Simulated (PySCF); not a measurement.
An unknown gives this computed stick spectrum. The calculation used TDDFT CAM-B3LYP/def2-SVPD, vertical, gas phase, core orbitals frozen in the response in PySCF. Geometries: PBE0-D3(BJ)/def2-SVP, one conformer each.

| state | E (eV) | f | main configurations (H = HOMO, L = LUMO) |
| --- | --- | --- | --- |
| S1 | 5.19 | 0.015 | H→L+1 (54%), H→L+3 (18%) |
| S2 | 5.57 | 0.125 | H→L (91%) |
| S3 | 5.84 | 0.087 | H→L+3 (51%), H→L+1 (17%) |
| S4 | 6.27 | 0.0087 | H→L+2 (39%), H→L+1 (14%), H-1→L+1 (13%) |
| S5 | 6.40 | 0.021 | H-1→L+1 (24%), H→L+2 (22%), H-1→L+4 (12%) |
| S6 | 6.59 | 0.049 | H-1→L+3 (18%), H→L+2 (11%), H-2→L+1 (9%) |
| S7 | 6.83 | 0.020 | H-2→L+3 (23%), H-2→L+1 (15%), H→L+3 (11%) |
| S8 | 6.94 | 0.117 | H-1→L (67%) |
| S9 | 7.16 | 0.114 | H→L+5 (29%), H→L+4 (28%), H-1→L+2 (10%) |
| S10 | 7.28 | 0.073 | H-1→L+2 (46%), H-1→L+1 (12%), H-2→L+2 (11%) |

Triplets computed (Tamm–Dancoff): 4.02, 4.66, 4.81, 5.18 eV.

Question: Which candidate is it?
A. `C(C1CSC1)C`
B. `C=CP(C)C#CC`
C. `C(C[P@@](C)(=CC)P)=C`
D. `C1CCC(C1)S`

Answer: B. Its S1 lies at 5.19 eV; the nearest of the others has S1 at 5.57 eV. S1 is HOMO→LUMO+1 (54%), HOMO→LUMO+3 (18%). Löwdin shares by element: HOMO phosphorus 42%, carbon 35% or more (atoms not listed hold the other 23%); LUMO carbon 56% or more, phosphorus 12%, hydrogen 6% or more (atoms not listed hold the other 26%). At the same level the other candidates give, for their lowest levels:
- `C=CC[P@](C)(P)=CC`: 4.17 eV (f 0.008); 4.39 eV (f 0.048); 4.51 eV (f 0.271); 4.77 eV (f 0.005); 4.94 eV (f 0.053); T1 3.09 eV; HOMO -5.90, LUMO 0.83 eV
- `SC1CCCC1`: 5.57 eV (f 0.007); 6.14 eV (f 0.027); 6.79 eV (f 0.013); 7.42 eV (f 0.013); 7.62 eV (f 0.028); T1 5.14 eV; HOMO -8.07, LUMO 1.04 eV
- `CCC1CSC1`: 4.65 eV (f 0.000); 5.94 eV (f 0.026); 6.28 eV (f 0.008); 6.57 eV (f 0.046); 7.12 eV (f 0.035); HOMO -7.62, LUMO 0.94 eV

The values belong to the conformer `[CH2:1]=[CH:2][P:3]([CH3:4])[C:5]#[C:6][CH3:7]`: C1–C2–P3–C4 24°.
